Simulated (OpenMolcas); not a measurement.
## V²⁺: effect of the IPEA shift

```
Program             : OpenMolcas 26.06
Basis               : ANO-RCC-VTZP [6s5p3d2f1g]
Scalar Hamiltonian  : DKH2, point nucleus
Active space        : 3 electrons in 5 orbitals (3d)
State averaging     : 2S+1 = 4 even, 10 roots; 2S+1 = 2 even, 40 roots kept (CI in the orbitals of an earlier block)
Spin-orbit coupling : state interaction with AMFI integrals over the reference wave functions, term energies averaged over their components
```

Methods on the same reference wave functions:
A. CASSCF
B. MS-CASPT2, IPEA 0 Eh, imaginary shift 0.1 Eh (closed shells correlated: 3s 3p)
C. MS-CASPT2, IPEA 0.25 Eh, imaginary shift 0.1 Eh (closed shells correlated: 3s 3p)

Energies in cm-1 above 3d3 4F 3/2, the measured ground level; measured values from Sugar and Corliss, J. Phys. Chem. Ref. Data 7, 1191 (1978).

```csv
Level,A,B,C,Measured
3d3 4F 3/2,0.0,0.0,0.0,0.0
3d3 4F 5/2,153,155,155,146
3d3 4F 7/2,365,367,366,342
3d3 4F 9/2,631,632,632,584
3d3 4P 1/2,14866,11760,12080,11514
3d3 4P 3/2,14940,11830,12150,11592
3d3 2G 7/2,15007,11760,12240,11966
3d3 4P 5/2,15112,12010,12320,11770
3d3 2G 9/2,15238,12000,12470,12187
3d3 2P 1/2,19919,15480,15880,15580
3d3 2H 9/2,19939,17170,17490,16811
3d3 2P 3/2 [74 %],20027,15470,15910,15550
3d3 2H 11/2,20119,17350,17670,16978
3d3 2D 3/2(1) [75 %],21669,16310,16860,16330
3d3 2D 5/2(1),21854,16370,16970,16375
3d3 2F 7/2,34645,28100,28620,27728
3d3 2F 5/2,34745,28200,28710,27847
3d3 2D 5/2(2),54263,43930,44370,42267
3d3 2D 3/2(2),54382,44050,44500,42371
```

Deviations, from unrounded energies. A percentage is the sum of absolute deviations over the sum of measured energies, with the sign that they share, or ± where signs differ.

```csv
Against measurement,Levels,A,B,C
mean absolute deviation (cm-1),18,4400,340,640
fine structure of the ground term (%),3,+7.3,+7.7,+7.6
other terms of the ground configuration (%),15,+26.9,±2.1,+3.8
```

B lies closest to measurement on these levels and A furthest from it. The largest miss of B in the table is 3d3 2D 3/2(2), by +1700 cm-1. The ranking rests on the paired levels alone, and a cruder setting can come out closer through cancelling errors.

Between B and C the level of the table that moves most is 3d3 2D 5/2(1), by 600 cm-1 (lowest in B, highest in C). Moves below CASPT2's spread within the term are not significant.

The mean deviations of B to C differ by less than CASPT2's widest spread within a term (1200 cm-1), so their order carries little weight.

From A to B the spin-free energies of the other terms of 3d3 shown, above 4F, scale by factors of 0.74 to 0.86, as is usual when dynamic correlation screens the repulsion within a d or f shell.

The lowest spin-free term lies below A's lowest term by 0.340 hartree in B, 0.332 hartree in C.

Term energies are means over components that CASPT2 splits; among the terms shown or strongly mixed into the levels shown the widest spread is 1200 cm-1 (3d3 4F, B). Terms from blocks run as CI alone lack orbitals of their own. Without dynamic correlation excited terms often stand tens of per cent too high (terms of higher spin than the ground term too low), and those without a measured partner can miss by more than the paired ones (holds for A). Some levels mix across a computed gap that differs much from the measured one, so their mixing is not that of the real levels (holds for A). The CASPT2 spread within a term exceeds the gap to the next term for 3d3 4P and 3d3 2G, so the order of their levels is uncertain (holds for C). Computed and measured levels are paired by configuration, term and J; levels that our copy of the source lacks, or whose pairing is in doubt (as where it misses far off the trend of its configuration), stay unpaired and out of the deviations. Levels of configurations outside the active space are missing.

A share in square brackets marks a mixed level and gives the weight of the term that names it, the lowest over the columns. A number in round brackets counts repeated terms of one configuration in the order of the reference energies.
